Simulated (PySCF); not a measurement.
C₇H₁₂FN.
Structure used (GFN2-xTB), in Å, numbered top down from 1:
```xyz
21
C7H12FN angstrom
C      2.6864   -0.2524   -0.2225
C      1.3723    0.4808   -0.4572
C      0.2976    0.1009    0.5731
C     -0.3278   -1.2798    0.3219
C     -1.5812   -1.0020   -0.5095
C     -2.1118    0.2876    0.1011
F     -2.9087    1.0086   -0.7632
C     -0.8583    1.0639    0.4832
N     -0.7349    2.2964    0.6650
H      2.5549   -1.3305   -0.2818
H      3.0858   -0.0107    0.7598
H      3.4177    0.0420   -0.9713
H      1.0017    0.2655   -1.4612
H      1.5380    1.5563   -0.3839
H      0.7498    0.1678    1.5660
H     -0.6130   -1.7408    1.2692
H      0.3550   -1.9534   -0.1915
H     -1.3222   -0.8087   -1.5518
H     -2.3028   -1.8166   -0.4764
H     -2.7229    0.1004    0.9954
H     -1.5847    2.8417    0.5352
```

Definitions: NICS(0) = −σiso at the ring centroid; NICS(1) = −σiso and NICS(1)zz = −σzz at ±1 Å along the ring normal z. Level: GIAO PBE0/pcSseg-1 (PySCF, non-relativistic, gas phase) on the GFN2-xTB geometry, one conformer.

Ring bond lengths (Å), with Mayer bond orders in brackets: C3–C4 1.536 (1.00), C4–C5 1.529 (1.01), C5–C6 1.522 (1.02), C6–C8 1.523 (0.95), C8–C3 1.507 (0.94).

Question: Give the NICS values of each ring in ppm.

Answer: 
```csv
ring,type,NICS(0),"NICS(1), two faces","NICS(1)zz, two faces",rms pucker (Å),"centre to ring atoms, mean (Å)"
C3–C4–C5–C6–C8,5-membered carbocycle; formal bonds all single,-2.0,-3.6 / -2.8,-3.2 / -0.3,0.17,1.28
```

Question: What can be read from them?

Answer: 
- C3–C4–C5–C6–C8: mean NICS(1)zz -1.8 ppm, near zero. C3, C4, C5, C6 have four or more neighbours, so the value isn't read as a sign of a π ring current.

Question: At the first NICS(1) probe listed for ring C3–C4–C5–C6–C8, 1 Å off the ring, how large is the induced field along the normal in 11.7 T applied along it?

Answer: NICSzz × B0 = -3.2 ppm × 11.7 T = -37 μT, against the applied field.

Question: How shielded are the nuclei of the rings and their hydrogens (means over atoms taken as equivalent)?

Answer: 
```tsv
atoms	environment	σ isotropic (ppm)
C3	sp3 CH carbon	139.2
C4	ring CH2 carbon	163.2
C5	ring CH2 carbon	154.6
C6	sp3 C–F carbon	90.3
C8	imine carbon	-5.1
H15	methine hydrogen	29.66
H16	methylene hydrogen	30.04
H17	methylene hydrogen	30.03
H18	methylene hydrogen	29.82
H19	methylene hydrogen	29.49
H20	methine hydrogen	26.69
```
